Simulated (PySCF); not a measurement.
# Bond energies at PBE/def2-SVP beside a composite method

PySCF, lowest determinants of a PBE0 search. The composite is CCSD(T) extrapolated to the basis-set limit from two correlation-consistent sets, with core-valence (CV) and scalar-relativistic (SR) terms as its label shows; it has no spin–orbit coupling and nothing beyond (T).

```
species  state (unpaired electrons)  De PBE (eV)  De composite (eV)              composite  dissociates to
    KSr               doublet (σ ↑)         0.22               0.15        CCSD(T)/CBS(DT)          K + Sr
    SbS               doublet (π ↑)         3.80               3.44        CCSD(T)/CBS(DT)          Sb + S
    Ca2      singlet (closed shell)         0.27               0.11        CCSD(T)/CBS(DT)         Ca + Ca
    GaS               doublet (σ ↑)         3.95               3.61        CCSD(T)/CBS(DT)          Ga + S
     SF               doublet (π ↑)         3.96               3.65  CCSD(T)/CBS(TQ)+CV+SR           S + F
    LiI      singlet (closed shell)         3.69               3.95     CCSD(T)/CBS(TQ)+CV          Li + I
   SnBr               doublet (π ↑)         3.67               3.44        CCSD(T)/CBS(DT)         Sn + Br
    CsK      singlet (closed shell)         0.54               0.50        CCSD(T)/CBS(DT)          Cs + K
```

Q: Does PBE bind more or less than the composite, by how much on average, and where is the difference largest?

A: PBE/def2-SVP binds more on average, method and basis taken together: the mean signed difference is +0.16 eV and the mean absolute one 0.22 eV; it is largest for SbS (+0.36 eV).

The molecules are drawn from runs that passed checks on state, spin purity and fit, so the hardest cases are missing and the errors look smaller than over all diatomics.

Correlated steps freeze the inner cores (6 to 28 orbitals); shallow outer-core shells are correlated. Closed-shell solutions of metal pairs were not tested for spin polarisation, which can lower them a little. Weak bonds: Ca2, CsK, KSr. Basis-set superposition, not corrected here, can be much of De in a small basis, most of all at correlated wavefunction levels. Functionals without a dispersion term scatter widely for such bonds, and LDA overbinds them. Spin–orbit coupling is left out, which matters for elements this heavy, above all for dissociation energies. Where the molecule has an RHF reference, its open-shell atoms are computed with UHF. States were picked by a PBE0 search and need not be the measured ground states.
